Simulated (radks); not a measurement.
Results of a calculation; reference values are marked as such.
Fractional charge and spin in the 2s shell of boron: the spin-up occupation runs from 0 to 1 and the spin-down occupation from 0 to 1; the fullest corner is B, [He] 2p(up 0.5, down 0.5) 2s(up 1, down 1). Level of theory: non-relativistic Kohn-Sham, SCAN, spin-polarised, spherical densities, point nucleus; meta-GGA in the generalised Kohn-Sham scheme (a radial shooting solver on a logarithmic mesh with Libxc functionals). Energy (eV) minus the two flat planes that join the four corners (they meet along the diagonal where the two added fractions sum to one electron); zero is where a piecewise linear energy would lie.

| down \ up | 0 | 0.25 | 0.5 | 0.75 | 1 |
|---|---|---|---|---|---|
| 0 | 0.000 | -0.884 | - | -0.935 | 0.000 |
| 0.25 | -0.884 | -0.949 | -0.448 | 0.624 | -0.734 |
| 0.5 | - | -0.448 | 0.887 | -0.338 | -0.977 |
| 0.75 | -0.935 | 0.624 | -0.338 | -0.821 | -0.753 |
| 1 | 0.000 | -0.734 | -0.977 | -0.753 | 0.000 |

Corners above the fullest one (they belong to B+ and the next ion): (up 1, down 0) 13.900 eV, (up 0, down 1) 13.900 eV, (up 0, down 0) 40.091 eV. With half an added electron in each spin the energy lies 0.887 eV from the planes. The planes are only a guide here: the flat-plane condition holds for ground states with one frontier orbital, while this shell lies below other occupied shells, so the corners above the fullest one are inner-hole states and not the ground states of those ions.
